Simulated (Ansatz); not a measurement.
Ansatz (a quantum-chemistry and plane-wave program) job for C4H11NSi, SMILES CC/N=C(\C)[SiH3], CAM-B3LYP/def2-SVPD. Coordinates come from a r2SCAN-D4/def2-SVP optimisation. The structure was generated by enumeration; whether it is a known compound was not checked. The values are those of a single conformer.

Ansatz 0.2 input:
```yaml
crystal:
  periodic: [false, false, false]
  atoms:
    - {symbol: C, position_ang: [-3.05665685, -0.05938120, -0.22810330]}
    - {symbol: C, position_ang: [-1.72715072, 0.66761836, -0.11888766]}
    - {symbol: N, position_ang: [-0.62327741, -0.27752631, -0.05596584]}
    - {symbol: C, position_ang: [0.57742187, 0.16452902, 0.04683928]}
    - {symbol: C, position_ang: [0.94834796, 1.63051385, 0.10965304]}
    - {symbol: Si, position_ang: [1.94969073, -1.14558267, 0.12148764]}
    - {symbol: H, position_ang: [-3.89722978, 0.65016702, -0.27631639]}
    - {symbol: H, position_ang: [-3.07713325, -0.68835730, -1.13119972]}
    - {symbol: H, position_ang: [-3.20523411, -0.71969344, 0.63996828]}
    - {symbol: H, position_ang: [-1.59135185, 1.35269268, -0.98117004]}
    - {symbol: H, position_ang: [-1.71945728, 1.32292106, 0.77657127]}
    - {symbol: H, position_ang: [0.46225166, 2.11919155, 0.97246840]}
    - {symbol: H, position_ang: [2.03386372, 1.78588058, 0.19548947]}
    - {symbol: H, position_ang: [0.59556175, 2.16109652, -0.79230406]}
    - {symbol: H, position_ang: [1.37591311, -2.51591536, 0.04685420]}
    - {symbol: H, position_ang: [2.72820918, -0.98056710, 1.39093366]}
    - {symbol: H, position_ang: [2.91010504, -0.92625457, -1.00736949]}
basis:
  gaussian:
    orbitals: def2-SVPD
hamiltonian:
  xc: {name: CAM-B3LYP}
```

Program output:

```
WARN ansatz: RAYON_NUM_THREADS=2 ignored (pool sized by the plan → 2); use --threads N
Functional definition: CAM-B3LYP
integrals: 0.20 GiB planned
1792 factors; their error is unknown
integrals: 0.23 GiB planned
768 factors; integrals over basis functions are off by at most 4.4e-6 eV
mean field: 1.96 GiB planned
mean field evaluation 1: about -13678.7983 eV, gradient 5.0e1 eV
mean field evaluation 2: about -13678.6746 eV, gradient 5.1e1 eV
mean field evaluation 4: about -13684.8321 eV, gradient 3.1e0 eV
mean field evaluation 8: about -13684.8526 eV, gradient 4.4e-2 eV
mean field evaluation 16: about -13684.8398 eV, gradient 9.1e-5 eV
mean field -13684.83978158 eV, -502.9085860554 hartree, gradient 2.9e-5 eV, S^2 0.000000; 0 other end points of the search recorded, 0 dependent functions left out
reference -13684.83995073 eV, -502.9085922715 hartree; 28, 28 occupied and 184, 184 virtual orbitals, 1792 factors
Total energy: -13684.83995073 eV, -502.9085922715 hartree
```

Self-consistency was reached.

Cost: about 12 core-seconds (a rough figure).
